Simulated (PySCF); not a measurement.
BHFCl, SMILES FBCl.

Geometry: PBE0-D3(BJ)/def2-TZVP.

Vertical ionisation energy (IE) and electron affinity (EA) in eV. Rows of orbital energies are one-electron estimates. Where ΔSCF, EOM or ADC give a negative EA the extra electron is unbound and the value depends on the basis.

```
level                                                IE     EA
------------------------------------------------  -----  -----
−ε(HOMO), −ε(LUMO), CAM-B3LYP/def2-TZVPD (PySCF)  10.94   0.06
ADC(2)/aug-cc-pVDZ (PySCF)                        11.94  -0.88
```

Question: Beyond the first one, list the lowest photoelectron lines from ADC(2)/aug-cc-pVDZ run with PySCF with their pole strengths (two spins summed). (Estimate from the structure and the level; the computed values follow.)

Answer: 12.53 eV (1.83), 12.96 eV (1.80), 15.76 eV (1.75), 16.08 eV (1.78), 16.72 eV (1.79).
